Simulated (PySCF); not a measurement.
**MHOH across group 14**

Level: PBE0, basis family def2-TZVP, scalar-relativistic core potentials from Rb on and no relativity for lighter atoms.

Each entry is the lowest minimum that a search over a few typed start shapes (and spin states, where more than one is plausible) found, or that minimum re-optimised at the stated level; isomers with ligand–ligand bonds, or fragments after loss of a ligand pair, can lie lower. Open shells are unrestricted; no spin–orbit coupling; PySCF with density fitting.

```
molecule  2S+1  point group  mean bond to the central atom (Å)  polar-tensor charge of the central atom  highest ω (cm⁻¹)  distinct angles (°)  dipole (D)
  HC(OH)     1           Cs                              1.211                                     0.22              3580              116/107        3.49
 HSi(OH)     1           Cs                              1.600                                     0.72              3885               119/98        1.64
 HGe(OH)     1           Cs                              1.702                                     0.79              3888               115/96        1.22
 HSn(OH)     1           Cs                              1.888                                     0.89              3891               114/94        1.29
```

Left out of the table are members whose search was unfinished or whose lowest solution was spin-contaminated, unstable, very soft or bonded differently.
